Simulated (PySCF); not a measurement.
H4S2Si (SMILES S[SiH2]S), singlet, at a GFN2-xTB geometry; BHANDHLYP/6-31G, TDDFT (PySCF).

The PySCF input:
```python
from pyscf import gto, scf, dft, tdscf

mol = gto.M(
    atom='''
Si   -0.822684   -0.117697    0.010566
S     0.148188    1.741387    0.478697
S     0.618341   -1.631723   -0.488541
H    -1.529385   -0.463898    1.226962
H    -1.628480    0.012117   -1.186406
H     0.971344    1.760181   -0.560152
H     1.439628   -1.415254    0.529188
''',
    basis='6-31g',
    charge=0,
    spin=0,
    verbose=4,
)

mf = dft.RKS(mol)
mf.xc = 'bhandhlyp'
mf.kernel()
td = mf.TDDFT()
td.nstates = 5
td.kernel()
td.analyze()
```

What does PySCF print? Leave out banner, timings and long lists.


```
PySCF version 2.14.0

[INPUT] verbose = 4
[INPUT] num. atoms = 7
[INPUT] num. electrons = 50
[INPUT] charge = 0
[INPUT] spin (= nelec alpha-beta = 2S) = 0
[INPUT] symmetry False subgroup None
[INPUT] Mole.unit = angstrom
[INPUT] Symbol           X                Y                Z      unit          X                Y                Z       unit  Magmom
[INPUT]  1 Si    -0.822684000000  -0.117697000000   0.010566000000 AA   -1.554647447062  -0.222415095683   0.019966846232 Bohr   0.0
[INPUT]  2 S      0.148188000000   1.741387000000   0.478697000000 AA    0.280034734947   3.290744506878   0.904606226651 Bohr   0.0
[INPUT]  3 S      0.618341000000  -1.631723000000  -0.488541000000 AA    1.168495141590  -3.083509581154  -0.923208690621 Bohr   0.0
[INPUT]  4 H     -1.529385000000  -0.463898000000   1.226962000000 AA   -2.890118789018  -0.876640169733   2.318622145249 Bohr   0.0
[INPUT]  5 H     -1.628480000000   0.012117000000  -1.186406000000 AA   -3.077381199332   0.022897811451  -2.241982412541 Bohr   0.0
[INPUT]  6 H      0.971344000000   1.760181000000  -0.560152000000 AA    1.835574132740   3.326260019663  -1.058533868127 Bohr   0.0
[INPUT]  7 H      1.439628000000  -1.415254000000   0.529188000000 AA    2.720502641255  -2.674442456695   1.000020388406 Bohr   0.0

nuclear repulsion = 194.674030388021
number of shells = 29
number of NR pGTOs = 154
number of NR cGTOs = 47
basis = 6-31g
ecp = {}

******** <class 'pyscf.dft.rks.RKS'> ********
method = RKS
initial guess = minao
damping factor = 0
level_shift factor = 0
DIIS = <class 'pyscf.scf.diis.CDIIS'>
diis_start_cycle = 1
diis_space = 8
diis_damp = 0
SCF conv_tol = 1e-09
SCF conv_tol_grad = None
SCF max_cycles = 50
direct_scf = True
direct_scf_tol = 1e-13
XC library pyscf.dft.libxc version 7.1.2
    S. Lehtola, C. Steigemann, M. J. T. Oliveira, and M. A. L. Marques,  SoftwareX 7, 1–5 (2018)
XC functionals = bhandhlyp
    A. D. Becke,  J. Chem. Phys. 98, 1372 (1993)
    Defined through Gaussian implementation.
radial grids:
    Treutler-Ahlrichs [JCP 102, 346 (1995); DOI:10.1063/1.469408] (M4) radial grids

becke partition: Becke, JCP 88, 2547 (1988); DOI:10.1063/1.454033
pruning grids: <function nwchem_prune>
grids dens level: 3
symmetrized grids: False
atomic radii adjust function: <function treutler_atomic_radii_adjust>
small_rho_cutoff = 0
Set gradient conv threshold to 3.16228e-05
Initial guess from minao.
tot grids = 96176
init E= -1088.33444365887
  HOMO = -0.298086882049396  LUMO = 0.00973966911942026  gap/eV = 8.37639
cycle= 1 E= -1088.10736059214  delta_E= 0.227  |g|= 0.306  |ddm|= 2.41
  HOMO = -0.295528923074546  LUMO = 0.017541407348188  gap/eV = 8.51908
cycle= 2 E= -1088.13473919319  delta_E= -0.0274  |g|= 0.207  |ddm|= 1.02
  HOMO = -0.321269890272422  LUMO = 0.026234868653362  gap/eV = 9.45609
cycle= 3 E= -1088.15083283789  delta_E= -0.0161  |g|= 0.0146  |ddm|=  0.4
  HOMO = -0.316665984229886  LUMO = 0.0297477371057597  gap/eV = 9.42640
cycle= 4 E= -1088.15093028256  delta_E= -9.74e-05  |g|= 0.0022  |ddm|= 0.0369
  HOMO = -0.317382572960088  LUMO = 0.0295156281420399  gap/eV = 9.43958
cycle= 5 E= -1088.15093366722  delta_E= -3.38e-06  |g|= 0.000465  |ddm|= 0.00902
  HOMO = -0.317283718717724  LUMO = 0.029630243999397  gap/eV = 9.44001
cycle= 6 E= -1088.1509337812  delta_E= -1.14e-07  |g|= 0.000102  |ddm|= 0.00137
  HOMO = -0.317301906615103  LUMO = 0.0296028233792531  gap/eV = 9.43976
cycle= 7 E= -1088.15093378855  delta_E= -7.35e-09  |g|= 1.96e-05  |ddm|= 0.000349
  HOMO = -0.317300585562334  LUMO = 0.02960839384452  gap/eV = 9.43987
cycle= 8 E= -1088.15093378887  delta_E= -3.16e-10  |g|= 1.37e-06  |ddm|= 9.55e-05
  HOMO = -0.317300570971894  LUMO = 0.0296085376321436  gap/eV = 9.43988
Extra cycle  E= -1088.15093378887  delta_E= -3.64e-12  |g|= 4.59e-07  |ddm|= 6.51e-06
converged SCF energy = -1088.15093378887

******** <class 'pyscf.tdscf.rks.TDDFT'> for <class 'pyscf.dft.rks.RKS'> ********
nstates = 5 singlet
deg_eia_thresh = 1.000e-03
wfnsym = None
conv_tol = 1e-05
eigh lindep = 1e-12
eigh level_shift = 0
eigh max_cycle = 100

Excitation energies (eV)
[6.45289447 6.59971528 6.82968442 7.09951607 7.65185039]

** Singlet excitation energies and oscillator strengths **
Excited State   1:      6.45289 eV    192.14 nm  f=0.0455
      24 -> 27        0.25290
      24 -> 29        0.10894
      25 -> 26       -0.63022
Excited State   2:      6.59972 eV    187.86 nm  f=0.0128
      24 -> 26       -0.53402
      25 -> 27        0.43990
Excited State   3:      6.82968 eV    181.54 nm  f=0.0007
      24 -> 26        0.40180
      24 -> 28       -0.20388
      25 -> 27        0.51924
      25 -> 29       -0.14728
Excited State   4:      7.09952 eV    174.64 nm  f=0.0150
      23 -> 26       -0.10331
      24 -> 27        0.49741
      24 -> 29       -0.21063
      25 -> 28       -0.41839
Excited State   5:      7.65185 eV    162.03 nm  f=0.0001
      23 -> 27       -0.12336
      24 -> 26       -0.20616
      24 -> 28       -0.50630
      25 -> 27       -0.15611
      25 -> 29       -0.38568

** Transition electric dipole moments (AU) **
state          X           Y           Z        Dip. S.      Osc.
  1         0.0752     -0.5135      0.1347      0.2875      0.0455
  2        -0.2783     -0.0398      0.0036      0.0791      0.0128
  3         0.0656      0.0094     -0.0008      0.0044      0.0007
  4        -0.0387      0.2783      0.0855      0.0863      0.0150
  5         0.0245      0.0035     -0.0003      0.0006      0.0001

** Transition velocity dipole moments (imaginary part, AU) **
state          X           Y           Z        Dip. S.      Osc.
  1         0.0171     -0.1150      0.0479      0.0158      0.0445
  2        -0.0866     -0.0124      0.0011      0.0077      0.0211
  3         0.0323      0.0046     -0.0004      0.0011      0.0028
  4        -0.0056      0.0419      0.0297      0.0027      0.0068
  5        -0.0206     -0.0029      0.0003      0.0004      0.0010

** Transition magnetic dipole moments (imaginary part, AU) **
state          X           Y           Z
  1        -0.0181      0.1140     -0.1389
  2         0.0934      0.0134     -0.0012
  3        -0.0419     -0.0060      0.0006
  4        -0.0363      0.3164      0.6996
  5        -0.0901     -0.0129      0.0012
```
